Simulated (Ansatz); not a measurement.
Reaction (ligand exchange at a B–C bond): `NB([SiH3])C[SiH3]` + H–F → `NB(F)[SiH3]` + `C[SiH3]`

Program: Ansatz. Geometries: PBE0-D4/def2-TZVP. ΔE: electronic, gas phase. CBS: MP2 limit from def2 TZ/QZ plus the TZ coupled-cluster correction, frozen cores. This one scheme is used for every species. DFT in def2-TZVPP. B3LYP here is the variant with VWN-RPA as its local correlation; programs differ in this. One conformer a species, not always the lowest.

CCSD(T)/CBS gives -114.8 kJ/mol.

(1) Another level gave -126.5 kJ/mol. Which?
A. ωB97X-V/def2-TZVPP
B. B2PLYP/def2-TZVPP
C. PBE-D4/def2-TZVPP
D. B3LYP/def2-TZVPP

Largest T1 diagnostic among the species: 0.013.

Answers

(1) A. ωB97X-V -126.5, B2PLYP -133.0, B3LYP -141.6, PBE-D4 -115.4 kJ/mol.

The D4 term adds +15.6 kJ/mol with B3LYP and +9.0 kJ/mol with PBE0; it sums over pairs of atoms, weighted by their polarisabilities, and B3LYP, whose exchange is more repulsive, gets the larger term. In def2-TZVPP, CCSD(T) changes the Hartree–Fock value by +35.3 kJ/mol (the triples alone add +4.6 kJ/mol) and MP2 by +40.5 kJ/mol.
